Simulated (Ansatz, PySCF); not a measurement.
Reaction (SMILES): FCF → F[CH]F + H atom (the C-H bond at the site shown breaks; other sites are not compared here)
Structures are relaxed separately at B3LYP-D3(BJ)/def2-TZVP in Ansatz (an electronic-structure program).

Property: bond dissociation energy (enthalpy at 298 K, with B3LYP-D3(BJ) rigid-rotor harmonic-oscillator terms from PySCF), in eV. Valence correlation only, unless marked. UHF or UKS for open shells. Spin-orbit coupling is left out. Non-relativistic. Basis-set limits of correlation are two-point, X^-3; Hartree-Fock from the larger set. [CCSD(T)-MP2]/basis is that difference in the basis named.

| level | program | bond dissociation energy (eV) | minus last row |
|---|---|---|---|
| HF/6-31G* | Ansatz | 3.35 | -1.09 |
| HF/aug-cc-pVTZ | Ansatz | 3.35 | -1.09 |
| PBE-D4/def2-TZVPD | Ansatz + dftd4 | 4.15 | -0.29 |
| BLYP-D3(BJ)/def2-TZVPD | Ansatz + dftd3 | 4.19 | -0.25 |
| TPSS-D4/def2-TZVPD | PySCF + dftd4 | 4.27 | -0.17 |
| M06-L-D4/def2-TZVPD | PySCF + dftd4 | 4.20 | -0.24 |
| B3LYP/def2-TZVPD | Ansatz | 4.27 | -0.17 |
| PBE0/6-31G* | Ansatz | 4.17 | -0.27 |
| PBE0-D3(BJ)/def2-TZVP | Ansatz + dftd3 | 4.18 | -0.26 |
| PBE0-D4/def2-TZVPD | Ansatz + dftd4 | 4.19 | -0.25 |
| BHLYP-D3(BJ)/def2-TZVPD | Ansatz + dftd3 | 4.27 | -0.17 |
| TPSSh-D4/def2-TZVPD | PySCF + dftd4 | 4.28 | -0.16 |
| M06-2X/def2-TZVPD | PySCF | 4.34 | -0.10 |
| MN15/def2-TZVPD | PySCF | 4.28 | -0.16 |
| MP2/STO-3G | Ansatz | 4.18 | -0.26 |
| MP2/cc-pVDZ | Ansatz | 4.11 | -0.33 |
| MP2/aug-cc-pVTZ | Ansatz | 4.34 | -0.10 |
| MP2/cc-pVTZ | Ansatz | 4.31 | -0.13 |
| SCS-MP2/aug-cc-pVTZ | Ansatz | 4.45 | 0.01 |
| CCSD/cc-pVDZ | Ansatz | 4.17 | -0.27 |
| RI-MP2/CBS(aug-cc-pVTZ,aug-cc-pVQZ)+[CCSD(T)-MP2]/aug-cc-pVTZ | Ansatz | 4.44 | 0.00 |
